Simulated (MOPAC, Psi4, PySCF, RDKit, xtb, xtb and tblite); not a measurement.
Relaxed torsion scan: SMILES S[CH2][GeH3] (CH₆GeS). Scanned: dihedral H4–S1–C2–Ge3; all other coordinates were relaxed at GFN2-xTB. Points at φ and −φ are mirror images.

Geometry of the scan point at -150° (Å):
```
9

S      1.8544     0.3139    -0.8423
C      0.7258    -0.6788     0.2044
Ge     1.4638    -2.5049     0.3401
H      1.6177     1.4928    -0.2692
H      0.6785    -0.2135     1.1865
H     -0.2671    -0.6589    -0.2433
H      1.6643    -3.0822    -1.0179
H      2.7762    -2.4563     1.0430
H      0.5210    -3.3754     1.1070
```

- GFN2-xTB (xtb and tblite)
- PBE/def2-TZVP // GFN2-xTB (Psi4)
- PBE-D3(BJ)/def2-TZVP // GFN2-xTB (Psi4)
- M06-2X/def2-TZVP // GFN2-xTB (Psi4)
- MP2/cc-pVTZ = DF-MP2 (frozen core)/cc-pVTZ // GFN2-xTB (Psi4)
- HF/cc-pVTZ // GFN2-xTB (Psi4)
- UFF // GFN2-xTB (RDKit)
- PM6, restricted, heats of formation // GFN2-xTB (MOPAC)
- PM3, restricted, heats of formation // GFN2-xTB (MOPAC)
- GFN1-xTB // GFN2-xTB (xtb)
- RKS-B3LYP/6-31G* = restricted B3LYP/6-31G*, spherical d // GFN2-xTB in PySCF 2.14.0
- RKS-BP86/6-31G* = restricted BP86/6-31G*, spherical d // GFN2-xTB (PySCF)
- RHF/3-21G = restricted Hartree-Fock/3-21G // GFN2-xTB in PySCF
- RMP2/6-31G* = PySCF with restricted MP2 (frozen core)/6-31G*, spherical d // GFN2-xTB

Least-squares fit of E(φ) = a0 + Σ (a_n cos nφ + b_n sin nφ), n = 1 to 4, to the 12 scan points, in kcal/mol above the lowest point of each profile (levels whose profile four harmonics don't fit are not listed):

| method | a0 | a1 | b1 | a2 | b2 | a3 | b3 | a4 | b4 | rms of fit |
|---|---|---|---|---|---|---|---|---|---|---|
| GFN2-xTB | 0.93 | -0.77 | 0.00 | 0.01 | 0.00 | 0.54 | 0.00 | 0.00 | 0.00 | 0.01 |
| PBE/def2-TZVP | 0.75 | -0.45 | 0.00 | -0.13 | 0.00 | 0.58 | 0.00 | 0.03 | 0.00 | 0.02 |
| PBE-D3(BJ)/def2-TZVP | 0.79 | -0.51 | 0.00 | -0.14 | 0.00 | 0.58 | 0.00 | 0.03 | 0.00 | 0.02 |
| M06-2X/def2-TZVP | 0.73 | -0.47 | 0.00 | -0.24 | 0.00 | 0.59 | 0.00 | 0.04 | 0.00 | 0.03 |
| MP2/cc-pVTZ | 0.72 | -0.41 | 0.00 | -0.27 | 0.00 | 0.63 | 0.00 | 0.05 | 0.00 | 0.03 |
| HF/cc-pVTZ | 0.61 | -0.20 | 0.00 | -0.22 | 0.00 | 0.60 | 0.00 | 0.03 | 0.00 | 0.03 |
| UFF | 1.13 | 0.30 | 0.00 | -0.01 | 0.00 | 0.83 | 0.00 | 0.03 | 0.00 | 0.01 |
| PM6 | 0.56 | 0.40 | 0.00 | 0.18 | 0.00 | 0.36 | 0.00 | 0.01 | 0.00 | 0.00 |
| PM3 | 0.68 | 0.19 | 0.00 | -0.21 | 0.00 | 0.29 | 0.00 | -0.01 | 0.00 | 0.01 |
| GFN1-xTB | 1.27 | 0.04 | 0.00 | -0.80 | 0.00 | 0.54 | 0.00 | 0.05 | 0.00 | 0.03 |
| RKS-B3LYP/6-31G* | 0.73 | -0.28 | 0.00 | -0.11 | 0.00 | 0.64 | 0.00 | 0.04 | 0.00 | 0.03 |
| RKS-BP86/6-31G* | 0.81 | -0.38 | 0.00 | -0.07 | 0.00 | 0.64 | 0.00 | 0.04 | 0.00 | 0.03 |
| RHF/3-21G | 0.83 | 0.37 | 0.00 | -0.02 | 0.00 | 0.48 | 0.00 | 0.02 | 0.00 | 0.01 |
| RMP2/6-31G* | 0.74 | -0.18 | 0.00 | -0.20 | 0.00 | 0.72 | 0.00 | 0.05 | 0.00 | 0.04 |
